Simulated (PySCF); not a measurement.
C₃H₈GeO, SMILES C/C=C/[O][GeH3]. Heavy atoms are numbered as in [CH3:1]/[CH:2]=[CH:3]/[O:4][GeH3:5]. Hydrogens are named by the atom that carries them.

Geometry: B3LYP-D3(BJ)/def2-SVP. The structure was generated by enumeration; whether it is a known compound was not checked. One conformer was computed; it need not be the lowest.

All values below come from PBE/pcSseg-1 run with PySCF.

GIAO shieldings, no solvent; atoms alike by connectivity are averaged. δ = σ(ref) − σ: ¹³C against TMS (σ = 182.0 ppm); ¹⁷O against H2O (σ = 334.3 ppm); ⁷³Ge against GeH4 (σ = 1614.4 ppm); ¹H against TMS (σ = 31.49 ppm), references at their B3LYP-D3(BJ)/def2-TZVP geometries, non-relativistic.

```csv
atoms,nucleus,count,δ (ppm)
C3 (CH),¹³C,1,(withheld)
C2 (CH),¹³C,1,110.5
C1 (CH3),¹³C,1,18.1
O4,¹⁷O,1,117.6
Ge5 (GeH3),⁷³Ge,1,(withheld)
H on C3,¹H,1,(withheld)
H on Ge5,¹H,3,5.51
H on C2,¹H,1,(withheld)
H on C1,¹H,3,1.96
```

Problem. Complete the blanks. (An estimate is asked for; the answer gives what the named calculation found.)

Solution. 
- C3 (CH), δ (ppm): 153.4
- H on C3, δ (ppm): 6.58
- Ge5 (GeH3), δ (ppm): 276.3
- H on C2, δ (ppm): 5.45
